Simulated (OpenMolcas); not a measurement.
# Co4+, Rh4+, Ir4+: d5 down the group

```json
{
 "Program": "OpenMolcas",
 "Method": "CASSCF",
 "Basis": "ANO-RCC-VTZP",
 "Scalar Hamiltonian": "DKH2, point nucleus",
 "Spin-orbit coupling": "state interaction with AMFI integrals over the reference wave functions, term energies averaged over their components"
}
```

Active space for each ion: 5 electrons in 5 orbitals (d).

Computed levels in cm-1 above 6S 5/2:

| Level | Co4+ | Rh4+ | Ir4+ |
| --- | --- | --- | --- |
| 4G 7/2 | 42696 | 30515 | 27225 |
| 4G 11/2 | 42709 | 30601 | 28209 |
| 4G 9/2 | 42725 | 30700 | 29305 |
| 4P 1/2 | 49336 | 35360 | 32100 |
| 4D 7/2 | 53072 | 37500 | 35584 |
| 4D 1/2 | 53226 | 38468 | 40201 |
| 2I 11/2 | 60838 | 43543 | 40316 |
| 2I 13/2 | 60953 | 44214 | 43922 |
| 2F 7/2(1) | 70600 | 52043 | 57172 |
| weight of 6S in the lowest level (%) | 100 | 99 | 88 |

Mixed levels, with the weight of the term that names them: Rh4+ 2F 7/2(1) (60 %), Ir4+ 4G 7/2 (72 %), Ir4+ 4P 1/2 (66 %), Ir4+ 4D 7/2 (72 %), Ir4+ 4D 1/2 (70 %), Ir4+ 2F 7/2(1) (57 %).

Measured, with the error of the calculation in %. Measured levels: Co4+ from Sugar and Corliss, J. Phys. Chem. Ref. Data 10, 1097 (1981).

```json
{"Level": "4G 11/2", "Co4+": "37218 (+14.8)"}
{"Level": "4P 1/2", "Co4+": "41024 (+20.3)"}
{"Level": "4D 7/2", "Co4+": "44709 (+18.7)"}
{"Level": "4D 1/2", "Co4+": "44908 (+18.5)"}
{"Level": "2F 7/2(1)", "Co4+": "59455 (+18.7)"}
```

Without spin-orbit coupling 4G lies 42704, 30575, 28004 cm-1 above 6S in that order; the difference to the level 4G 7/2, of either sign, comes from spin-orbit coupling, which also lowers the zero.

Without dynamic correlation excited terms often stand tens of per cent too high (terms of higher spin than the ground term too low), and those without a measured partner can miss by more than the paired ones. Terms from blocks run as CI alone lack orbitals of their own. Computed and measured levels are paired by configuration, term and J; levels that our copy of the source lacks, or whose pairing is in doubt (as where it misses far off the trend of its configuration), stay unpaired and out of the deviations. Levels of configurations outside the active space are missing.

A number in round brackets counts repeated terms of one configuration in the order of the reference energies.
